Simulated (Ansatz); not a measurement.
Conformers of `C[NH][GeH]([F])[O]C`, each relaxed with PBE0-D4/def2-TZVP in Ansatz. CBS adds the triple-zeta coupled-cluster correction to the MP2 limit.

Outer-core shells of Ge are correlated without core-valence functions. Scalar relativity is left out up to krypton. Spin–orbit coupling is left out.

Not all of them had a frequency check.

Conformer A:

Cartesian coordinates in Å:
```
C -0.067 0.551 -2.615
N 0.065 -0.287 -1.440
Ge -0.214 0.337 0.218
F 1.016 1.459 0.757
O -0.049 -1.062 1.266
C 0.068 -0.886 2.663
H -0.295 -0.059 -3.494
H 0.824 1.151 -2.835
H -0.904 1.242 -2.484
H 0.788 -0.986 -1.513
H -1.527 1.114 0.349
H 0.225 -1.871 3.107
H 0.915 -0.244 2.924
H -0.843 -0.456 3.098
```

Conformer B:

Z-matrix (Å, degrees):
```
C
N 1 1.452
H 1 1.091 2 109.3
H 1 1.098 2 114.0 3 -120.9
H 1 1.094 2 110.1 3 117.5
Ge 2 1.809 1 121.9 3 39.1
H 2 1.009 1 113.4 3 -177.2
O 6 1.754 2 108.9 1 -160.9
F 6 1.739 2 103.0 1 -43.7
H 6 1.531 2 121.5 1 75.4
C 8 1.415 6 120.6 2 51.9
H 11 1.092 8 107.8 6 -160.5
H 11 1.095 8 112.1 6 -40.9
H 11 1.095 8 110.9 6 80.7
```

Problem. Which is lowest in electronic energy at CCSD(T)/CBS (frozen core, def2 sets), and by how much? (Estimate.)

Solution. Ansatz gave: A; B lies 3.2 kJ/mol higher.

Problem. Give the energies relative to A (kJ/mol) with r2SCAN-D4/def2-TZVPP, PBE0/def2-TZVPP, MP2/def2-TZVPP, CCSD/def2-TZVPP, HF/def2-QZVPP, SCS-MP2/def2-QZVPP, CCSD/CBS(def2). (An estimate is asked.)

Solution. Computed: 
| level | B |
| --- | --- |
| r2SCAN-D4/def2-TZVPP | 2.8 |
| PBE0/def2-TZVPP | 3.6 |
| MP2/def2-TZVPP | 2.5 |
| CCSD/def2-TZVPP | 2.6 |
| HF/def2-QZVPP | 4.6 |
| SCS-MP2/def2-QZVPP | 3.4 |
| CCSD/CBS(def2) | 3.6 |
